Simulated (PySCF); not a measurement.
SMILES C=CN1BPBC1, C₃H₈B₂NP

Molfile (atoms numbered from 1):
```
C3H8B2NP
     RDKit          3D

 15 15  0  0  0  0  0  0  0  0999 V2000
    2.5017    0.1827    0.0970 C   0  0  0  0  0  0  0  0  0  0  0  0
    1.5096   -0.4934   -0.4715 C   0  0  0  0  0  0  0  0  0  0  0  0
    0.1535   -0.3332   -0.2432 N   0  0  0  0  0  0  0  0  0  0  0  0
   -0.8383   -1.1135   -0.8514 B   0  0  0  0  0  0  0  0  0  0  0  0
   -2.4739   -0.7455   -0.0389 P   0  0  0  0  0  0  0  0  0  0  0  0
   -1.8663    0.8050    0.6836 B   0  0  0  0  0  0  0  0  0  0  0  0
   -0.2754    0.7265    0.6718 C   0  0  0  0  0  0  0  0  0  0  0  0
    2.3540    0.9524    0.8327 H   0  0  0  0  0  0  0  0  0  0  0  0
    3.5211   -0.0298   -0.1680 H   0  0  0  0  0  0  0  0  0  0  0  0
    1.7274   -1.2646   -1.1985 H   0  0  0  0  0  0  0  0  0  0  0  0
   -0.5944   -1.9373   -1.6420 H   0  0  0  0  0  0  0  0  0  0  0  0
   -3.5678   -0.6349   -0.8612 H   0  0  0  0  0  0  0  0  0  0  0  0
   -2.4652    1.6880    1.1557 H   0  0  0  0  0  0  0  0  0  0  0  0
    0.1358    0.5345    1.6714 H   0  0  0  0  0  0  0  0  0  0  0  0
    0.1738    1.6710    0.3407 H   0  0  0  0  0  0  0  0  0  0  0  0
  1  2  2  0
  2  3  1  0
  3  4  1  0
  4  5  1  0
  5  6  1  0
  6  7  1  0
  7  3  1  0
  1  8  1  0
  1  9  1  0
  2 10  1  0
  4 11  1  0
  5 12  1  0
  6 13  1  0
  7 14  1  0
  7 15  1  0
M  END
```

Computed with PySCF 2.14.0, TDDFT wB97X-D/def2-SVPD excited states, vertical, gas phase. Geometry: GFN2-xTB.

Question: How strongly do the lowest singlets absorb one photon, and two photons of half the energy?

Answer: δ for parallel linear polarisation; σ at the peak of a Lorentzian of half width 0.1 eV, single beam; Ω is circular over linear.
| state | E (eV) | f | photon λ (nm) | δ (au) | σ (GM) | Ω | main |
| --- | --- | --- | --- | --- | --- | --- | --- |
| S1 | 4.66 | 0.040 | 532 | 20.2 | 0.16 | 1.08 | HOMO→LUMO 0.85 |
| S2 | 5.45 | 0.342 | 455 | 74.5 | 0.81 | 1.48 | HOMO→LUMO+1 0.82 |
| S3 | 5.66 | 0.145 | 438 | 17.1 | 0.20 | 1.45 | HOMO−1→LUMO 0.79 |
| S4 | 5.87 | 0.008 | 423 | 18.7 | 0.24 | 0.40 | HOMO−2→LUMO 0.86 |
| S5 | 6.31 | 0.054 | 393 | 126 | 1.84 | 0.70 | HOMO→LUMO+2 0.53, HOMO−1→LUMO+1 0.27 |

Among these, the strongest one-photon state is S2, the strongest two-photon state S5, with a dipole change of 1.6 D (relaxed, norm of the difference vector).
